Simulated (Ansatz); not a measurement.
C$_{2}$H$_{6}$BrFSi (`FC([SiH3])CBr`), charge 0, multiplicity 1.

**Question.** Give a relaxed structure at PBE0-D4/def2-TZVP (Ansatz 0.2.0). (Estimate.)

**Answer.** Ansatz gave: 
Z-matrix (Å, degrees):
```
C
Si 1 1.912
C 1 1.499 2 112.2
F 1 1.391 2 107.8 3 121.3
H 1 1.096 2 109.4 3 -122.3
H 2 1.487 1 108.5 3 63.2
H 2 1.485 1 109.3 3 -56.5
H 2 1.482 1 108.7 3 -177.1
Br 3 1.949 1 112.7 2 -174.4
H 3 1.089 1 110.7 2 -55.9
H 3 1.089 1 111.5 2 66.5
```
This is one stationary point; other conformers may exist.
